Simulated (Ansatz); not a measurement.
Relaxation of C₂H₉FN₂Si (15 atoms, charge 0, multiplicity 1), to a largest force component of 0.02 eV/Å in at most 40 steps.

Level of theory: RKS B3LYP-D4/STO-3G (Ansatz).

```xyz
15
Properties=species:S:1:pos:R:3
C -0.980 -0.634 1.015
N -0.219 0.251 0.108
C 0.896 -0.499 -0.396
N 1.887 -0.733 0.734
Si -1.030 1.311 -1.000
F 0.088 2.191 -1.740
H -1.796 -0.002 1.488
H -1.463 -1.399 0.452
H -0.438 -0.996 1.869
H 1.502 0.069 -1.105
H 0.622 -1.445 -0.834
H 2.740 -1.030 0.403
H 1.909 0.180 1.180
H -1.960 2.214 -0.192
H -1.777 0.472 -1.954
```

Q: Where does it end, and by what steps?

A: It converged. The force dipped under the threshold on the way, but the program's further checks kept it going. Limits of this set-up: minimal basis. After 13 steps the energy has fallen by 0.991 eV; H14 moved furthest, 0.52 Å.

```
step  energy less start (eV)  largest force component (eV/Å)  accepted
   0                  0.0000                           6.138       yes
   1                 -0.8757                           1.690       yes
   2                 -0.9675                           0.400       yes
   3                 -0.9795                           0.235       yes
   4                 -0.9804                           0.177       yes
   5                 -0.9851                           0.088       yes
   6                 -0.9869                           0.071       yes
   7                 -0.9884                           0.108       yes
   8                 -0.9893                           0.074       yes
   9                 -0.9902                           0.021       yes
  10                 -0.9905                           0.025       yes
  11                 -0.9907                           0.015       yes
  12                 -0.9908                           0.010       yes
  13                 -0.9908                           0.010       yes
```

```xyz
15
Properties=species:S:1:pos:R:3
C -1.042 -0.517 1.094
N -0.228 0.281 0.127
C 0.941 -0.493 -0.375
N 1.859 -0.820 0.799
Si -1.081 1.287 -1.043
F -0.040 2.468 -1.504
H -1.777 0.140 1.591
H -1.593 -1.361 0.622
H -0.365 -0.942 1.857
H 1.437 0.121 -1.164
H 0.664 -1.474 -0.835
H 2.719 -1.254 0.350
H 2.220 0.127 1.118
H -2.246 1.822 -0.368
H -1.491 0.565 -2.240
```

Whether the end is a true minimum wasn't checked by a vibrational analysis.

Run time: 43 s on 1 thread of Arm Neoverse V1 (shared host), peak memory 0.14 GiB.
